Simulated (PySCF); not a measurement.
**How methods differ on the ionisation energy of Cr**

Cr [Ar] 3d5 4s1 (7S) → Cr⁺ [Ar] 3d5 (6S), as a difference of total energies. Computed with PySCF 2.14 in ANO-RCC-VTZP, with scalar relativity by spin-free X2C-1e. Correlated levels: valence and next inner shell: [Ne] frozen. The calculations carry no spin-orbit coupling.

```json
{"method": "UHF", "ionisation energy (eV)": "6.025"}
{"method": "MP2 (valence and next inner shell)", "ionisation energy (eV)": "6.738"}
{"method": "SCS-MP2 (valence and next inner shell)", "ionisation energy (eV)": "6.416"}
{"method": "CCSD (valence and next inner shell)", "ionisation energy (eV)": "6.661"}
{"method": "CCSD(T) (valence and next inner shell)", "ionisation energy (eV)": "6.721"}
```

Question: How much does correlation contribute at CCSD(T) (valence and next inner shell)?

Answer: 6.721 − (6.025) = 0.696 eV, measured against UHF.

Errors of the correlated levels include the incompleteness of this basis and the frozen core.

For comparison: 6.767 eV (measured; NIST Atomic Spectra Database, ionization energies).
